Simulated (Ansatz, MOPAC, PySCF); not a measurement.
Complex: HF (SMILES F) (first 2 atoms) with C4H6 (SMILES C=CC=C); geometry from B3LYP-D3(BJ)/def2-TZVP, rigid monomers moved along the line of their centres of mass till H2···C3 is 2.91 Å.
(charge 0, multiplicity 1):
| atom | x (Å) | y (Å) | z (Å) |
|---|---|---|---|
| F | 0.5360 | 0.0197 | 0.2479 |
| H | 0.6546 | 0.2495 | 1.1478 |
| C | 0.9464 | 1.2799 | 3.8564 |
| C | 0.4991 | 0.0881 | 4.2701 |
| C | -0.8934 | -0.2139 | 4.5507 |
| C | -1.3212 | -1.4081 | 4.9602 |
| H | 0.2723 | 2.1169 | 3.7155 |
| H | 1.9974 | 1.4584 | 3.6732 |
| H | 1.2061 | -0.7247 | 4.4123 |
| H | -1.6042 | 0.5949 | 4.4097 |
| H | -2.3666 | -1.5983 | 5.1610 |
| H | -0.6345 | -2.2339 | 5.1044 |

Monomers are frozen at their geometry in the pair; levels with a basis set take the counterpoise correction. Rows marked so take none.

Rows in 3-21G, 6-31G* carry no dispersion term and start afresh at each structure (6-31G* with six Cartesian d functions). MP2/6-31G* freezes PySCF's default core. The state that AM1, PM7 reach isn't checked; PM7 holds dispersion and hydrogen-bond terms.

The values were computed with Ansatz (a first-principles code); MOPAC for AM1, PM7 (differences of heats of formation); PySCF for 3-21G rows, 6-31G* rows, the dispersion terms. 

| level | interaction energy (kcal/mol) |
|---|---|
| AM1 | -0.55 |
| PM7 | -1.26 |
| HF/3-21G (no counterpoise) | -3.15 |
| HF/aug-cc-pVDZ | -2.25 |
| r2SCAN-D4/def2-TZVPPD | -2.79 |
| B3LYP-D3(BJ)/def2-TZVPPD | -2.87 |
| PBE0-D3(BJ)/def2-TZVPPD | -2.96 |
| MP2/6-31G* | … |
| MP2/6-31G* (no counterpoise) | … |

Q: Fill in the missing entries.

A: 
- MP2/6-31G*, interaction energy (kcal/mol): -2.38
- MP2/6-31G* (no counterpoise), interaction energy (kcal/mol): -3.05
